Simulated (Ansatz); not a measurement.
Compare A (`N[SiH](F)[SiH2]F`) with its isomer B (`F[SiH2]N[SiH2]F`).

Gas-phase electronic energies from Ansatz, PBE0-D4/def2-TZVP geometries. CBS: MP2 limit from def2 TZ/QZ plus the TZ coupled-cluster correction, frozen cores. DFT in def2-TZVPP. One conformer a species, not always the lowest.

(1) Which isomer does CCSD(T)/CBS put lower? Give the gap. (Best estimate.)

(2) Give E(B) − E(A) in kcal/mol with MP2/def2-TZVPP, ωB97M-V, CCSD/def2-TZVPP, PBE-D4, HF/def2-TZVPP, B2PLYP, CCSD(T)/def2-TZVPP. (Best estimate.)

Largest T1 diagnostic: 0.012.

## Answers

(1) The calculation gave: B, by 23.2 kcal/mol.

(2) Ansatz gave: MP2/def2-TZVPP -25.5, ωB97M-V -23.3, CCSD/def2-TZVPP -23.9, PBE-D4 -17.4, HF/def2-TZVPP -26.0, B2PLYP -23.2, CCSD(T)/def2-TZVPP -23.7. None reverses the order clearly.

From PBE to PBE0 (25 % exact exchange), in def2-TZVPP and without D4, E(B) − E(A) moves by −1.9 kcal/mol.
